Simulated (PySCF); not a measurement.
CH₃FZn. Atoms are numbered in the order given.

```xyz
6

Zn     0.0000     0.0000    -0.0534
F      0.0000     0.0000    -1.8080
C      0.0000     0.0000     1.8597
H      0.8862     0.5116     2.2387
H      0.0000    -1.0233     2.2387
H     -0.8862     0.5116     2.2387
```
Charge 0, spin multiplicity 1.

Coordinates come from a PBE0-D3(BJ)/def2-TZVP optimisation.

Level of theory: TDA-LC-ωPBE/def2-SVPD (PySCF).

Vertical excitations; the highest root listed may be one member of a degenerate set.  State labels are in the subgroup Cs.

Task: Give excitation energies, oscillator strengths and character. (An estimate is asked for; the answer gives what the named calculation found.)

Result: 
```tsv
state	symmetry	energy (eV)	λ (nm)	f	main pairs
S1	A'	7.87	158	0.300	HOMO→LUMO 89 %
S2	A"	8.10	153	0.086	HOMO→LUMO+2 (degenerate set)
S3	A'	8.10	153	0.086	HOMO→LUMO+1 (degenerate set)
S4	A'	8.36	148	0.058	HOMO−1→LUMO (degenerate set)
S5	A"	8.36	148	0.058	HOMO−2→LUMO (degenerate set)
S6	A"	9.10	136	0.000	HOMO−1→LUMO+2 45 %, HOMO−2→LUMO+1 45 %
S7	A"	9.13	136	0.000	HOMO−2→LUMO+1, HOMO−1→LUMO+2 (degenerate set)
S8	A'	9.13	136	0.000	HOMO−2→LUMO+2, HOMO−1→LUMO+1 (degenerate set)
S9	A'	9.21	135	0.001	HOMO−3→LUMO 55 %, HOMO−1→LUMO+1 14 %, HOMO−2→LUMO+2 14 %
S10	A'	9.79	127	0.002	HOMO→LUMO+3 63 %, HOMO−3→LUMO 12 %, HOMO→LUMO+7 10 %
T1	A'	6.58	188	0	HOMO→LUMO 86 %
T2	A"	7.31	170	0	HOMO→LUMO+2 (degenerate set)
T3	A'	7.31	170	0	HOMO→LUMO+1 (degenerate set)
T4	A"	7.95	156	0	HOMO−2→LUMO 79 %
```
Triplets are in the Tamm–Dancoff approximation.
